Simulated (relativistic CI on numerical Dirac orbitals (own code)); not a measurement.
## Hyperfine structure of Re14+, mass number 185

Calculated at this level of theory: Dirac-Coulomb-Breit CI, orbitals from a KLI potential per configuration, a model potential for QED, unscaled Slater integrals (own radial code, finite nucleus).

Configurations in the expansion (outside the closed core [Kr] 4d10): 4f¹³5s², 4f¹⁴5s, 4f¹³5s5p, 4f¹²5s²5p, 4f¹⁴5p, 4f¹²5s5p², 4f¹³5s5d, 4f¹²5s²5d, 4f¹⁴5d, 4f¹³5s5f, 4f¹³5p5d, 4f¹¹5s²5p6s, 4f¹⁴6s. Double excitations out of closed p, d and f shells are left out; levels of such configurations are missing from the list, as are those of other unlisted configurations, and high levels can miss mixing partners.

Nuclear spin I = 5/2, μ = 3.176 μN, Q = 2.07 b (tables of Stone and Pyykkö). The electronic factors are computed for point nuclear moments, without core polarisation or the Bohr-Weisskopf and QED corrections.

| Level | E (eV) | A (GHz) | B (GHz) |
| --- | --- | --- | --- |
| 4f¹³5s² ²F°7/2 | 0.0000 | 2.077 | -7.44 |
| 4f¹³5s² ²F°5/2 | 2.4461 | 3.885 | -6.65 |
| 4f¹²5s²5p ⁴G°11/2 | 15.7033 | -6.717 | 2.01 |
| 4f¹⁴5s ²S1/2 | 17.0256 | 383.3 |  |
| 4f¹²5s²5p ⁴I°11/2 | 18.4130 | 13.21 | -0.999 |

Levels with J = 0, under 50 % of one LS term, or S terms without an open s electron are left out. Small factors come from cancelling terms and can be off by tens of per cent or more.

At this charge transitions that keep the count of f electrons are usually good to a few per cent. Terms inside the open d or f shell come out 10 to 20 % too wide with unscaled integrals. Levels and lines within the n = 5 or 6 shells can be off by up to 10 % or somewhat more, and those that change n by about 2 %, since core polarisation is missing. Levels that differ in their count of f electrons can be misplaced by several ten thousand cm⁻¹, since the correlation energy of f electrons is missing or only estimated; rates across such gaps can be off by orders of magnitude.

**Question.** Give the hyperfine levels of 4f¹³5s² ²F°7/2 relative to its centre of gravity.

**Answer.** With K = F(F + 1) − I(I + 1) − J(J + 1), E = AK/2 + B[¾K(K + 1) − I(I + 1)J(J + 1)]/[2I(2I − 1)J(2J − 1)]: F = 1: -27.35, F = 2: -21.07, F = 3: -12.45, F = 4: -2.443, F = 5: 7.677, F = 6: 16.32 GHz.

LS names give the leading component of a level, which can be under half, so a name can repeat, a term be missing and a line seem to break the LS rules.
